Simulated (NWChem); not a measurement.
System: CH5FOSi; SMILES O[SiH2]CF

Here is an NWChem input.

```
start job
memory heap 200 mb stack 900 mb global 1100 mb
geometry units angstroms noautosym nocenter noautoz
  O     -0.964108     1.443803    -0.278191
  Si     0.477311     0.719598     0.135614
  C      0.508164    -1.102930    -0.404839
  F     -0.529866    -1.763524     0.283660
  H     -1.758491     1.045318     0.104994
  H      1.535892     1.479354    -0.575659
  H      0.716836     0.743421     1.605665
  H      1.456964    -1.600198    -0.158729
  H      0.335115    -1.228478    -1.481862
end
basis spherical
  * library 6-31+g*
end
dft
  xc xcamb88 1.00 lyp 1.0 hfexch 1.00
  cam 0.33 cam_alpha 0.0 cam_beta 1.0
  iterations 150
end
property
  response 1 0.0
end
task dft property
```

All runs use the structure optimised with B3LYP/6-31G* (spherical d).

Static field.

Problem. What results follow from this input? (LC-BLYP (range parameter 0.33 per bohr)/6-31+G* (spherical d).) Quantities: isotropic polarisability (bohr³); anisotropy (bohr³).

Solution. The isotropic polarisability (bohr³) comes out as 40.8. The anisotropy (bohr³) comes out as 3.1.
